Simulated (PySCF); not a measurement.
H4BFO2Si (SMILES OB(O)[SiH2]F), singlet, geometry from GFN2-xTB. Base run: CCSD(T)/cc-pVDZ in PySCF.

The PySCF input:
```python
from pyscf import gto, scf, cc

mol = gto.M(
    atom='''
Si   -1.12296787   -0.11751504   -0.11884325
F    -1.34641195    1.47958749    0.11874252
B     0.83566603   -0.39874629    0.01039385
O     1.46206360   -1.59760026   -0.10850121
O     1.68679180    0.63026003    0.23238238
H    -1.77740660   -0.34567376   -1.40957470
H    -1.98429809   -0.72044528    0.90139904
H     0.92900269   -2.37338390   -0.26562292
H     1.30278637    1.50087924    0.32590257
''',
    basis='cc-pvdz',
    verbose=4,
    max_memory=1800,
)

mf = scf.RHF(mol)
mf.kernel()

mycc = cc.CCSD(mf, frozen=9)
mycc.kernel()
et = mycc.ccsd_t()
print('E(CCSD(T)) = %.10f' % (mycc.e_tot + et))
```

Variants of this job, named by their change:

```json
[
 {"change": "base", "ΔE vs base (kcal/mol)": "0.000", "MP2 correlation (Eh)": "-0.73717", "CC correlation without the perturbative part (Eh)": "-0.77110", "basis functions": "94", "core-seconds (rough)": "30"},
 {"change": "method = ccsd", "ΔE vs base (kcal/mol)": "10.71", "MP2 correlation (Eh)": "-0.73717", "CC correlation without the perturbative part (Eh)": "-0.77110", "basis functions": "94", "core-seconds (rough)": "20"},
 {"change": "method = cisd", "ΔE vs base (kcal/mol)": "82.7", "MP2 correlation (Eh)": "-", "CC correlation without the perturbative part (Eh)": "-", "basis functions": "94", "core-seconds (rough)": "10"},
 {"change": "method = mp2", "ΔE vs base (kcal/mol)": "31.99", "MP2 correlation (Eh)": "-0.73717", "CC correlation without the perturbative part (Eh)": "-", "basis functions": "94", "core-seconds (rough)": "4"}
]
```
